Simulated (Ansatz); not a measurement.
Basis-set series for C3H5F3O, SMILES `CC(F)OC(F)F`. Total charge 0; spin multiplicity 1. Geometry: relaxed with PBE0-D4/def2-TZVP. It is one conformer, not always the lowest.

```tsv
functional	basis	functions	energy (Eh)	HOMO (eV)	LUMO (eV)
PBE0-D4	def2-SVP	123	-491.22294	-9.56	2.04
PBE0-D4	def2-TZVPP	287	-491.80764	-9.68	1.42
ωB97M-V	def2-SVP	123	-491.55969	-11.99	3.71
ωB97M-V	def2-TZVPP	287	-492.16000	-12.13	2.83
```

**Question.** Give the rows for def2-QZVPP. (Best estimate.)

**Answer.** Ansatz gave: 
```tsv
functional	basis	functions	energy (Eh)	HOMO (eV)	LUMO (eV)
PBE0-D4	def2-QZVPP	549	-491.83312	-9.72	0.84
ωB97M-V	def2-QZVPP	549	-492.18437	-12.17	1.95
```

Positive LUMOs are unbound and depend on the basis.
